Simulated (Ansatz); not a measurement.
Isomers of PdAu₂ (singlet), relaxed with PBE-D4/def2-TZVP; total energies from Ansatz at CCSD(T)/def2-TZVP.

```json
{"isomer": "A", "description": "point group C2v; 2 × Au–Pd 2.62 Å; 1 × Au–Au 2.69 Å", "energy (Eh)": "-397.92699"}
{"isomer": "B", "description": "point group Cs; 1 × Au–Pd 2.59 Å; 1 × Au–Au 2.55 Å", "energy (Eh)": "-397.89626"}
```

In the def2 sets Au, Pd take a core potential; there is no spin–orbit coupling. Correlated methods freeze no core orbitals; core or outer-core shells of Pd, Au are correlated, in sets that lack core-valence functions.

The isomers come from a short search, and lower ones may exist.

Task: Work out the relative energies (1 Eh = 2625.5 kJ/mol) and the Boltzmann populations at 1200 K from electronic energies alone (R = 8.314 J/mol/K).

Result: ΔE: A 0.0, B 80.7 kJ/mol. RT = 9.98 kJ/mol. Factors exp(−ΔE/RT): A 1, B 0.000308; sum 1.000. Populations: A 100.0 %, B 0.0 %. Zero-point energy, vibrational entropy and symmetry numbers are left out and can shift these; an error of 4 kJ/mol changes a ratio by a factor of 1.5. Over the other density-functional and correlated levels in def2 sets, the gap between A and B ranges from 59 to 80 kJ/mol.
